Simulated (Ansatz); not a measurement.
C2H10O2Si2, SMILES OC[SiH]([SiH3])CO.

Geometry: r2SCAN-D4/def2-SVP. The structure was generated by enumeration, and PubChem lists no compound with its InChIKey, so it may never have been made. Other conformers were not sampled.

Two levels are set side by side: PBE/def2-SVPD (Ansatz, a quantum-chemistry and plane-wave program) and PBE0/def2-SVPD (Ansatz). Energy differences of separate SCF runs at the same geometry; the states with an electron removed or added have multiplicity 2 and 2. Differences are taken from unrounded values.

| quantity | PBE0 | PBE | PBE minus PBE0 |
|---|---|---|---|
| vertical ionisation energy (eV) | 9.24 | 8.71 | -0.53 |
| vertical singlet–triplet gap (eV) | 5.74 | 5.08 | -0.66 |
